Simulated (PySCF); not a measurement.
Species: C₂H₄N₂OSi.
SMILES with atom numbers: `[N:1]#[C:2]/[CH:3]=[N:4]/[SiH2:5][OH:6]` (hydrogens: H7 on C3; H8, H9 on Si5; H10 on O6)

A GFN2-xTB structure with every atom displaced at random (by about 0.01 Å) was refined with PBE0-D3(BJ)/def2-SVP geometry optimisation, gas phase (PySCF 2.14.0). Values at the start:

```
  coordinate    start
       N1≡C2  1.158 Å
       C2–C3  1.437 Å
       C3=N4  1.207 Å
       C3–H7  1.102 Å
      N4–Si5  1.769 Å
      Si5–O6  1.622 Å
      Si5–H8  1.464 Å
      Si5–H9  1.430 Å
      O6–H10  0.948 Å
    N1–C2–C3   177.7°
    C2–C3–N4   120.1°
   C3–N4–Si5   132.9°
   N4–Si5–O6   106.4°
C2–C3–N4–Si5    -178°
C3–N4–Si5–O6    -135°
```

Problem. How do these coordinates change at the PBE0-D3(BJ)/def2-SVP level?

Solution. 
```csv
coordinate,PBE0-D3(BJ)/def2-SVP (Å or °),change
Si5–H9,1.490,+0.060
C3=N4,1.263,+0.056
Si5–O6,1.652,+0.030
Si5–H8,1.490,+0.026
C2–C3,1.451,+0.014
O6–H10,0.962,+0.014
C3–H7,1.111,+0.009
N4–Si5,1.763,-0.006
N1≡C2,1.158,0.000
C3–N4–Si5,124.4,-8.5
N4–Si5–O6,108.7,+2.3
C2–C3–N4,121.3,+1.2
N1–C2–C3,178.6,+0.9
C3–N4–Si5–O6,-121,+14
C2–C3–N4–Si5,179,-3
```

The energy falls by 5.9 kcal/mol over 12 energy and gradient evaluations, the largest force component goes from 0.0886 to 2.1e-04 Eh/bohr, and the atoms move by 0.191 Å rms after alignment. The bond that changes most is Si5–H9 (oxygen-bound silicon to Si–H hydrogen), which lengthens by 0.060 Å. Bonds longer at the end by more than 0.005 Å: 7 of 9; shorter: 1. Among the dihedrals that turn most is N4–Si5–O6–H10, from -41° to -56°. Rotational constants go from 12591, 1159, 1093 to 13041, 1127, 1077 MHz.

The run used 108 basis functions and 93 SCF cycles in all.

Not checked by PBE0-D3(BJ)/def2-SVP frequencies. One conformer, not necessarily the lowest.
